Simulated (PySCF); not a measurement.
Compounds:

A. `CC(C)OC1=C(CF)C1`
B. SMILES C[C@@H]1[C@H](F)[C@]12CCCO2
C. SMILES O=C[SiH2]Cc1ncn[nH]1

Spectrum 1. 1H NMR (300 MHz, computed): δ 12.39 (t, 1H), 11.31 (br s, 1H), 7.72 (s, 1H), 4.43 (m, 2H), 2.66 (t, 2H). 13C{1H} NMR (computed): δ 252.8 (CH), 155.6 (C), 155.2 (CH), 9.6 (CH2).

Spectrum 2. 1H NMR (300 MHz, computed): δ 4.50 (m, 1H), 4.26 (m, 1H), 3.94 (m, 1H), 2.13 (m, 1H), 2.07 (m, 1H), 1.90 (m, 1H), 1.84 (m, 1H), 1.19 (m, 1H), 1.11 (m, 3H). 13C{1H} NMR (computed): δ 77.8 (CH), 72.9 (CH2), 70.9 (C), 30.8 (CH2), 25.4 (CH2), 23.5 (CH), 8.9 (CH3).

Spectrum 3. 1H NMR (300 MHz, computed): δ 5.61 (m, 2H), 4.39 (sept, 1H), 1.71 (s, 2H), 1.45 (d, 6H). 13C{1H} NMR (computed): δ 149.2 (C), 79.9 (CH), 78.5 (CH2), 76.1 (C), 23.6 (CH3), 18.5 (CH2).

PySCF 2.14 calculation with GFN2-xTB geometry and shieldings: GIAO PBE0/pcSseg-1; non-relativistic Hamiltonian, gas phase, single conformer, equivalent nuclei averaged.

Scale: 1H (σref 31.72), 13C (σref 186.93) vs TMS (reference shieldings calculated alike). Splittings of carbon signals by F and P are missing where no couplings were computed. Where no couplings were computed, multiplicities follow the n + 1 count of equivalent neighbours, and m marks all less simple cases (inequivalent or close neighbours, rings, F or P nearby). Shifts are as computed. Against solution values, carbons near 30 ppm lie about +3 ppm off and those near 130 ppm about +5 ppm. Of 1309 compounds with measured shifts, 239 miss one by over three times the rms of a fit or turn the order of signals round; such compounds aren't used in these exercises. OH and NH positions are gas-phase values without hydrogen bonding to other molecules.

Problem. Match each spectrum to its structure.

Solution. 1–C, 2–B, 3–A.

- Spectrum 1 (C): 4 13C signals; δC 9.6 is an sp3 CH2 bonded to Si, on an aromatic ring; δH 11.31 is the hydrogen on a pyrrole-type ring nitrogen.
- Spectrum 2 (B): 7 13C signals; δC 77.8 is a three-membered-ring carbon; δC 72.9 is an sp3 CH2 bonded to O.
- Spectrum 3 (A): 6 13C signals; δC 149.2 is an alkene carbon bearing oxygen; δC 79.9 is an sp3 CH bonded to O.
